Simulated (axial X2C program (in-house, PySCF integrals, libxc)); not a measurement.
## Ge₂⁺: properties at the nuclei

Calculated with an in-house all-electron X2C program for linear molecules (integrals from PySCF): two-component X2C with atomic mean-field Coulomb and Gaunt terms, Gaussian nuclei, basis Ge dyall-cv3z with contracted cores.

R = 2.412 Å (near the PBE0 minimum at charge 1 of the determinant lowest at the starting distance; the state shown can have its own minimum elsewhere).

Input and command:
```json
{"zs": [32, 32], "q": 1, "bas": ["dyall-cv3z", "dyall-cv3z"], "r0": 2.42, "levels": ["PBE0", "HF", "B3LYP", "TPSSh", "BHandHLYP"], "nst": 3}
```
```bash
python soeom.py task.json out
```

Keys: zs atomic numbers; q charge; bas basis sets; r0 starting distance in Å; levels methods; nst determinants followed.

Determinant lowest in the PBE0 search, Ω = 3/2 (⟨Sz⟩ = 1.50, ⟨Lz⟩ = 0.00 at PBE0), spin on the atoms Ge 0.75, Ge 0.75:

| level | A∥/gI Ge (MHz) | qzz Ge (a.u.) |
| --- | --- | --- |
| PBE0 | -23.7 | -1.32 |
| HF | -139 | -1.53 |
| B3LYP | 28.3 | -1.29 |
| TPSSh | 5.92 | -1.27 |
| BHandHLYP | 5.53 | -1.37 |

Determinant 0.65 eV from it at PBE0 and this distance, Ω = 1/2 (⟨Sz⟩ = -0.50, ⟨Lz⟩ = 1.00 at PBE0), spin on the atoms Ge -0.25, Ge -0.25:

```tsv
level	A∥/gI Ge (MHz)	qzz Ge (a.u.)
PBE0	820	-5.74
HF	942	-5.59
B3LYP	799	-5.79
TPSSh	816	-5.73
BHandHLYP	760	-5.81
```

A∥ (defined per Ω) follows by multiplying with gI = μI/(I μN); qzz is the electric field gradient, eQq0 = 234.96 MHz × Q/barn × qzz. The operators were transformed with the bare-nucleus X2C matrices; with these basis sets, hyperfine constants and field gradients can be off by tens of per cent, and where levels differ in sign neither size nor sign is settled.

With Q(73Ge) = -0.196 barn (Q from Pyykkö, Mol. Phys. 2018), turn the PBE0 values of the first state into constants in MHz.

eQq0(73Ge) = 234.96 × (-0.196) × (-1.32) = 60.8 MHz.

Each state is one determinant with collinear spin, which with several unpaired electrons need not be a pure state. Unrestricted Hartree–Fock can overshoot spin polarisation at the nuclei. This is the top spin component of a Σ state; components of lower Ω are not single determinants and can lie lower. With several open shells hyperfine constants can be off by a factor of several. States lie within half an eV, so the first need not be the ground state. Further determinants of the search, some of them spin-mixed, are not shown. Where a field gradient or hyperfine factor spreads by more than a factor of two over the levels, a constant derived from it is not to be relied on. PBE0 term energies can be off by some tenths of an eV.
